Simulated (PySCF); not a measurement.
## CsMg: frontier orbitals

PW91 at R = 4.373 Å; Cs def2-SVPD with ECP46, Mg def2-SVPD; scalar-relativistic core potentials (PySCF 2.14). State: ²Σ⁺ (doublet), unpaired electrons σ ↑. Only the outer orbitals are listed, counted within each symmetry, core potentials removing the inner ones.

```json
{"spin": "α", "orbital": "4σ", "occ.": "1", "ε (eV)": "-27.17", "on Cs (%)": "100", "main shells (%)": "100 Cs s"}
{"spin": "α", "orbital": "2π", "occ.": "1", "ε (eV)": "-13.74", "on Cs (%)": "100", "main shells (%)": "100 Cs p"}
{"spin": "α", "orbital": "2π", "occ.": "1", "ε (eV)": "-13.74", "on Cs (%)": "100", "main shells (%)": "100 Cs p"}
{"spin": "α", "orbital": "5σ", "occ.": "1", "ε (eV)": "-13.68", "on Cs (%)": "100", "main shells (%)": "100 Cs p"}
{"spin": "α", "orbital": "6σ", "occ.": "1", "ε (eV)": "-4.65", "on Cs (%)": "7", "main shells (%)": "92 Mg s"}
{"spin": "α", "orbital": "7σ", "occ.": "1", "ε (eV)": "-2.35", "on Cs (%)": "76", "main shells (%)": "76 Cs s, 21 Mg p"}
{"spin": "α", "orbital": "3π", "occ.": "0", "ε (eV)": "-1.46", "on Cs (%)": "24", "main shells (%)": "76 Mg p, 15 Cs p, 9 Cs d"}
{"spin": "α", "orbital": "3π", "occ.": "0", "ε (eV)": "-1.46", "on Cs (%)": "24", "main shells (%)": "76 Mg p, 15 Cs p, 9 Cs d"}
{"spin": "α", "orbital": "8σ", "occ.": "0", "ε (eV)": "-1.39", "on Cs (%)": "39", "main shells (%)": "62 Mg p, 23 Cs s, 13 Cs p"}
{"spin": "β", "orbital": "4σ", "occ.": "1", "ε (eV)": "-27.12", "on Cs (%)": "100", "main shells (%)": "100 Cs s"}
{"spin": "β", "orbital": "2π", "occ.": "1", "ε (eV)": "-13.66", "on Cs (%)": "100", "main shells (%)": "100 Cs p"}
{"spin": "β", "orbital": "2π", "occ.": "1", "ε (eV)": "-13.66", "on Cs (%)": "100", "main shells (%)": "100 Cs p"}
{"spin": "β", "orbital": "5σ", "occ.": "1", "ε (eV)": "-13.59", "on Cs (%)": "100", "main shells (%)": "100 Cs p"}
{"spin": "β", "orbital": "6σ", "occ.": "1", "ε (eV)": "-4.49", "on Cs (%)": "7", "main shells (%)": "92 Mg s"}
{"spin": "β", "orbital": "7σ", "occ.": "0", "ε (eV)": "-1.96", "on Cs (%)": "78", "main shells (%)": "79 Cs s, 19 Mg p"}
{"spin": "β", "orbital": "3π", "occ.": "0", "ε (eV)": "-1.37", "on Cs (%)": "16", "main shells (%)": "84 Mg p, 8 Cs p"}
{"spin": "β", "orbital": "3π", "occ.": "0", "ε (eV)": "-1.37", "on Cs (%)": "16", "main shells (%)": "84 Mg p, 8 Cs p"}
```

Problem. Which are the highest filled and the lowest empty level, where do they sit, and how wide is the gap?

Solution. Highest filled α 7σ at -2.35 eV (in %: 76 Cs s, 21 Mg p); lowest empty β 7σ at -1.96 eV (in %: 79 Cs s, 19 Mg p); the gap at PW91 is 0.39 eV.

```json
{
  "bond order (Mayer)": "0.53",
  "⟨S²⟩": "0.753",
  "charge on Cs (Mulliken, basis-dependent)": "0.09",
  "charge on Cs (Löwdin, basis-dependent)": "0.02",
  "dipole moment (positive dipole means Cs(−)Mg(+))": "-2.37 D"
}
```

Spin–orbit coupling is left out. The state is the lowest determinant that a PBE0 search found; another state may lie lower at other levels.
